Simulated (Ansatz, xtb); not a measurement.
## C4H9F2In: which of two isomers lies lower

Structure I: `CCC[CH2][In]([F])[F]`, a singlet. Structure II: `CC(C)[CH2][In]([F])[F]`, a singlet. Both are isolated molecules in the gas phase, relaxed with PBE0-D4/def2-SVP; the shapes shown needn't be the lowest conformers.

I (Å):

```csv
atom,x (Å),y (Å),z (Å)
C,-1.1158,-0.3252,1.2933
C,0.3483,-0.0543,0.9813
C,0.7917,-0.5061,-0.4089
C,0.0095,0.1039,-1.5653
F,-1.2708,3.4735,-2.4490
F,0.6375,3.2820,0.0665
In,-0.2205,2.2326,-1.3582
H,-1.3615,-1.3942,1.1841
H,-1.3648,-0.0280,2.3226
H,-1.7973,0.2334,0.6290
H,0.9808,-0.5565,1.7314
H,0.5617,1.0266,1.0913
H,1.8632,-0.2771,-0.5294
H,0.7082,-1.6070,-0.4794
H,0.4897,-0.0690,-2.5402
H,-1.0184,-0.2834,-1.6400
```

II (Å):

```xyz
16

C     0.6357    1.7346   -0.5869
C     0.2048    0.6221   -1.5379
C    -1.1004    0.9715   -2.2505
C     0.0588   -0.7212   -0.8215
F     3.3061   -0.0532    0.6129
F     2.2727   -2.9992    1.1095
In    1.8130   -1.2891    0.2779
H     0.7105    2.6986   -1.1125
H    -0.0981    1.8599    0.2276
H     1.6208    1.5270   -0.1359
H     0.9890    0.5157   -2.3096
H    -1.0021    1.9109   -2.8163
H    -1.4015    0.1826   -2.9569
H    -1.9196    1.1029   -1.5241
H    -0.1670   -1.5483   -1.5123
H    -0.7540   -0.6916   -0.0753
```

Task: Estimate E(II) − E(I) at the level CCSD(T)/def2-SVP + ΔMP2/def2-TZVPP.

Result: CCSD(T)/def2-SVP + ΔMP2/def2-TZVPP gives E(II) − E(I) = −7.35 kJ/mol, slightly favouring structure II, which is too small a margin to settle the true order.

Level by level:

| level | geometry | E(II) − E(I) (kJ/mol) | departure from the last row (kJ/mol) | job, with rough time for the two |
| --- | --- | --- | --- | --- |
| PBE0-D4/def2-SVP | PBE0-D4/def2-SVP | −3.46 | +3.89 | optimisation, 4.4 min |
| HF/def2-SVP | PBE0-D4/def2-SVP | −5.44 | +1.90 | part of the CCSD(T) run |
| MP2/def2-SVP | PBE0-D4/def2-SVP | −8.14 | −0.79 | part of the CCSD(T) run |
| CCSD(T)/def2-SVP | PBE0-D4/def2-SVP | −7.07 | +0.28 | single point |
| CCSD(T)/def2-SVP + ΔMP2/def2-TZVPP | PBE0-D4/def2-SVP | −7.35 |  | single point, 5.7 min |

As drawn, both hold the same kinds of bond in the same numbers. Structure I has 1 methyl group, II 2.

The largest departure from CCSD(T)/def2-SVP + ΔMP2/def2-TZVPP is that of PBE0-D4/def2-SVP, 3.89 kJ/mol. Levels run at GFN2-xTB geometries aren't shown. The last row adds to CCSD(T) the change of the MP2 difference between the two basis sets, here −0.28 kJ/mol.

With thermal terms from frequencies at re-optimised GFN2-xTB minima (ideal gas, soft modes damped towards free rotors, one conformer each, 298.15 K, 1 atm): the zero-point term adds −0.98 kJ/mol; ΔH is −7.69 and ΔG −8.52 kJ/mol.

The correlated steps freeze 10 core orbitals; the filled d shell of In is correlated, in a basis made for valence electrons. Atoms past krypton carry core potentials in the def2 sets and no spin–orbit term is included. Programs: Ansatz 0.2.0, xtb 6.7.1; the last row on 2 threads of Arm Neoverse V2 on a shared host.
